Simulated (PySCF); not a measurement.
Isomers of C9H11N, one GFN2-xTB conformer each. Single-point energies are computed at PBE0/pcSseg-1 (PySCF, gas phase, no added dispersion term), electronic only.

Question: Rank them by PBE0/pcSseg-1 energy, lowest first (kcal/mol).
A. `[CH3:1][CH2:2][C:3]1=[CH:4][CH2:5][CH2:6][CH:7]=[C:8]1[C:9]#[N:10]` with C1–C2–C3–C4 -107°, C3–C4–C5–C6 -32°, C4–C5–C6–C7 45°, C5–C6–C7–C8 -32°, C2–C3–C8–C7 -163°
B. `[CH:1]#[C:2][C:3]([CH3:4])([CH3:5])[n:6]1[cH:7][cH:8][cH:9][cH:10]1` with C2–C3–N6–C7 180°
C. `[CH3:1][NH:2][C@:3]12[CH:4]=[CH:5][C@H:6]([CH:7]=[CH:8]1)[CH:9]=[CH:10]2` with C1–N2–C3–C4 -67°
D. `[CH2:1]=[CH:2][c:3]1[cH:4][cH:5][cH:6][cH:7][c:8]1[NH:9][CH3:10]` with C1–C2–C3–C4 -35°, C7–C8–N9–C10 10°
E. `[CH2:1]=[CH:2][c:3]1[cH:4][cH:5][cH:6][cH:7][c:8]1[CH2:9][NH2:10]` with C1–C2–C3–C4 -37°, C7–C8–C9–N10 110°, C8–C9–N10–H 60° and -58°
F. `[CH3:1]/[N:2]=[CH:3]\[C:4]1=[CH:5][CH:6]=[CH:7][C:8]12[CH2:9][CH2:10]2` with N2–C3–C4–C5 -24°
G. `[cH:1]1[cH:2][cH:3][c:4]2[c:5]([cH:6]1)[CH2:7][CH2:8][CH2:9][NH:10]2` with C4–C5–C7–C8 -22°, C5–C7–C8–C9 50°, C7–C8–C9–N10 -62°, C8–C9–N10–C4 45°
H. `[CH3:1][CH2:2]/[N:3]=[CH:4]/[c:5]1[cH:6][cH:7][cH:8][cH:9][cH:10]1` with C1–C2–N3–C4 -123°, N3–C4–C5–C6 -1°
I. `[cH:1]1[cH:2][cH:3][c:4]([CH:5]2[CH2:6][CH2:7][CH2:8]2)[n:9][cH:10]1` with C3–C4–C5–C6 -129°, C4–C5–C6–C7 -132°, C5–C6–C7–C8 14°, C6–C7–C8–C5 -14°, C4–C5–C8–C7 132°

Answer: G (0.0), H (16.8), I (23.8), D (23.8), E (25.7), A (34.4), F (62.6), B (63.6), C (69.9).

As drawn, the lowest has an aromatic ring, which the highest lacks; the highest has a C=C bond outside aromatic rings, which the lowest lacks. Neighbours under 2.5 kcal/mol apart (c1ccc(C2CCC2)nc1 and C=Cc1ccccc1NC; C=Cc1ccccc1NC and C=Cc1ccccc1CN; C/N=C\C1=CC=CC12CC2 and C#CC(C)(C)n1cccc1) can change places with a better method, another conformer or zero-point energy. GFN2-xTB itself gives, in the same order: 0.0, 26.8, 19.9, 32.7, 40.5, 45.6, 53.9, 48.4, 54.9. Both levels put the same isomer lowest; measured from each level's own lowest isomer, the values differ by up to 15.2 kcal/mol (C#CC(C)(C)n1cccc1: 48.4 against 63.6).

Which frontier levels, dipoles and rotational constants go with these structures?

| SMILES | HOMO (eV, PBE0/pcSseg-1) | LUMO (eV) | dipole (D) | A, B, C (MHz) |
| --- | --- | --- | --- | --- |
| c1ccc2c(c1)CCCN2 | -5.52 | 0.10 | 1.95 | 2878, 1172, 858.0 |
| CC/N=C/c1ccccc1 | -6.96 | -1.25 | 1.05 | 4216, 619.6, 559.2 |
| c1ccc(C2CCC2)nc1 | -7.28 | -0.74 | 1.78 | 3676, 850.7, 774.2 |
| C=Cc1ccccc1NC | -5.67 | -0.73 | 1.89 | 1625, 1358, 751.9 |
| C=Cc1ccccc1CN | -6.60 | -0.97 | 1.24 | 1733, 1343, 809.0 |
| CCC1=CCCC=C1C#N | -6.72 | -1.66 | 4.56 | 1863, 1199, 825.6 |
| C/N=C\C1=CC=CC12CC2 | -6.29 | -1.48 | 2.49 | 2301, 1084, 798.3 |
| C#CC(C)(C)n1cccc1 | -6.00 | 0.76 | 2.27 | 2368, 1102, 897.8 |
| CNC12C=CC(C=C1)C=C2 | -6.01 | -0.06 | 0.93 | 2744, 1212, 1185 |
